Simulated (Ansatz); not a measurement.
Isolated molecules relaxed with PBE0-D4/def2-TZVP in Ansatz; ΔE leaves out vibrations. CBS: MP2 limit from def2 TZ/QZ plus the TZ coupled-cluster correction, frozen cores. Functionals use def2-TZVPP. For Se outer-core shells are correlated without core-valence functions, which leaves a few kJ/mol of doubt a bond. Scalar relativity is left out up to krypton. Each species was taken in one conformer, which may not be the lowest.

`C[N](C)[AlH][NH2]` + H₂Se → `[NH2][AlH][SeH]` + `CNC`  (ligand exchange at the Al–N bond)

```tsv
level	ΔE (kcal/mol)
PBE-QIDH	-10.8
r2SCAN0	-10.6
CAM-B3LYP	-8.5
CCSD(T)/def2-TZVPP	-8.7
```

(1) What does CCSD(T)/CBS give? (Estimate.)

Largest T1 diagnostic among the species: 0.011.

Results:

(1) Ansatz gave: -9.6 kcal/mol. The listed levels differ from it by -1.2, -1.0, 1.1, 0.9 kcal/mol.

From r2SCAN to r2SCAN0 (25 % exact exchange), in def2-TZVPP and without D4, ΔE moves by −0.8 kcal/mol. In def2-TZVPP, CCSD(T) changes the Hartree–Fock value by +3.1 kcal/mol (the triples alone add +0.3 kcal/mol) and MP2 by +2.8 kcal/mol.
